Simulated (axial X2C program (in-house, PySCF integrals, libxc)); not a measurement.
Low determinants of SnBr⁻ at the PBE0 level, 2c

All values were computed with an axial X2C code built on PySCF integrals. Two-component (2c) means X2C with spin–orbit coupling and atomic mean-field two-electron Coulomb and Gaunt terms. Basis: Sn dyall-acv3z [12s13p10d5f1g], Br dyall-acv3z [9s10p7d5f1g] (cores contracted in-house); Gaussian nuclei, density fitting, unrestricted open shells. Masses: Sn 119.902 u, Br 78.918 u.

Search at 2.712 Å (vertical energies from the lowest determinant):

| ΔE (eV) | state | electrons beyond evenly filled partner blocks | electrons in ±ω = 1/2, 3/2, 5/2, 7/2 |
| --- | --- | --- | --- |
| 0.00 | Ω = 1 | ω = -1/2, ω = 3/2 | 55 25 6 0 |
| 0.40 | Ω = 0 | none | 56 24 6 0 |
| 0.64 | Ω = 2 | ω = 1/2, ω = 3/2 | 55 25 6 0 |
| 0.89 | Ω = 0 | none | 54 26 6 0 |
| 1.46 | Ω = 1 | 2 × ω = 1/2 | 56 24 6 0 |
| 2.57 | Ω = 3 | 2 × ω = 3/2 | 54 26 6 0 |
| 3.84 | Ω = 2 | ω = -1/2, ω = 5/2 | 55 24 7 0 |

Lowest determinant, Ω = 1 (⟨Sz⟩ = 1.00, ⟨Lz⟩ = 0.00 at PBE0): Re = 2.697 Å, ωe = 171.7 cm⁻¹.

The determinant in row 2 of the search, Ω = 0 (closed shell), was followed along the bond at PBE0; measured from the minimum of the lowest determinant it gives:

Te = 0.395 eV (3183 cm⁻¹), Re = 2.685 Å, ωe = 173.5 cm⁻¹.

Task: Compare the bond of the determinant in row 2 with that of the lowest one.

Result: At PBE0 its Re is 0.012 Å shorter and its force constant, which goes as ωe², is 1.02 times that of the lowest determinant. T0 ≈ Te + Δωe/2 = 3183 + (1) = 3184 cm⁻¹.

The search compares states at one distance, so a state with another bond length can lie lower; it is not exhaustive and yields mostly the lowest determinant of each block pattern, so other components and higher states of one pattern are missing. These are energies of single determinants, not of spin-adapted states; PBE0 term energies can be off by some tenths of an eV, and the functional has no current term. Open-shell Ω = 0 determinants with evenly filled partner blocks cannot be reached by this program, so the Ω shown need not be the lowest component. The lowest determinant need not be the ground state where others lie within half an eV. A closed-shell Ω = 0 row of a π² shell mixes the 0⁺ component of the triplet with ¹Σ⁺ and matches no level; 0⁺ can lie lowest. For an anion, determinants above electron detachment are held by the basis set. The highest occupied level of some functionals is positive through self-interaction error; at Hartree–Fock it is bound. Row 1 has a positive highest level at its minimum. Row 2 has a positive highest level at its minimum.
